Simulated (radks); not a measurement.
Values are calculated unless marked as measured or tabulated.
Charge is removed step by step from the 3d down level of the arsenic ion As2+, starting from [Ar] 3d(up 5, down 5) 4s2 4p1. Level of theory: scalar-relativistic Kohn-Sham, LDA (Slater exchange, Perdew-Wang correlation), spin-polarised, spherical densities, finite nucleus; open shells are filled with parallel spins first; Fermi nuclear charge, rms radius 4.0968 fm (a radial shooting solver on a logarithmic mesh with Libxc functionals).

removed (e)  E - E(0) (eV)  eigenvalue (eV)  E minus straight line (eV)
0                    0.000          -62.149                       0.000
0.1                  6.329          -64.467                      -1.079
0.2                 12.892          -66.811                      -1.925
0.3                 19.690          -69.181                      -2.535
0.4                 26.726          -71.576                      -2.907
0.5                 34.003          -73.996                      -3.038
0.6                 41.523          -76.440                      -2.927
0.7                 49.289          -78.908                      -2.569
0.8                 57.303          -81.400                      -1.964
0.9                 65.567          -83.915                      -1.108
1                   74.083          -86.453                       0.000

Removing the whole electron costs 74.083 eV by Delta-SCF, against 62.149 eV from minus the eigenvalue at the starting occupation. Slater's transition state (half an electron removed) gives 73.996 eV. Integrating minus the eigenvalue over the occupation (Janak's theorem) gives 74.097 eV. In this scalar-relativistic scheme the density is built from large components alone, so the theorem holds only approximately. The mean slope of the eigenvalue, de/dn, is 24.3 eV per electron.
